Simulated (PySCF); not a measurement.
A geometry optimisation on `[F][Ru-4]([F])([F])([F])([F])[F]` ([RuF6]4-).

Computed with PBE0-D3(BJ)/def2-SVP geometry optimisation, gas phase, def2 core potentials past Kr (PySCF 2.14.0). Start geometry: GFN2-xTB. A driver script takes a list of jobs; this job's settings line and coordinates (Å) are shown.

Input:
```
{"job": {"xc": "PBE0", "basis": "def2-SVP", "d3": "d3bj", "grid": 1, "maxiter": 40, "kind": "geom"}, "charge": -4, "multiplicity": 1}
Ru     0.000190    -0.000240    -0.000030
F     -0.020670    -0.011310     2.232270
F      0.020910     0.010870    -2.232140
F      2.230310     0.006090     0.021020
F     -2.230870    -0.006370    -0.020700
F     -0.006310     2.233060     0.010730
F      0.006440    -2.232100    -0.011140
```

Output:
```
step   0  E = -692.10677527  max force = 0.002067
step   1  E = -692.10691702  max force = 0.000537
step   2  E = -692.10692519  max force = 0.000103
optimisation converged
```

Energies in Eh; «max force» is the largest Cartesian gradient component in Eh/bohr.

Problem. How much energy does the optimisation release, in eV?

Solution. E(step 0) − E(last step) = 0.000150 Eh, which is 0.004 eV.

Summary of the converged run: final energy -692.10693 Eh after 2 steps.

Problem. Give the final coordinates.

Solution. 0.015 Å rms from the input after alignment:
```
atom  x, y, z in Å
Ru1    0.0000   -0.0001    0.0000
F2    -0.0301   -0.0162    2.2477
F3     0.0303    0.0159   -2.2476
F4     2.2469    0.0089    0.0302
F5    -2.2473   -0.0092   -0.0302
F6    -0.0092    2.2483    0.0159
F7     0.0094   -2.2476   -0.0160
```

The ion is multiply charged and computed in the gas phase, without counter-ions or solvent; whether it holds all its electrons wasn't checked.

Problem. How long does this job take on an Arm Neoverse V1 with one thread, no GPU, on a shared host?

Solution. About 20 s.
Labels such as C1 count atoms from 1, the log's own numbers from 0.
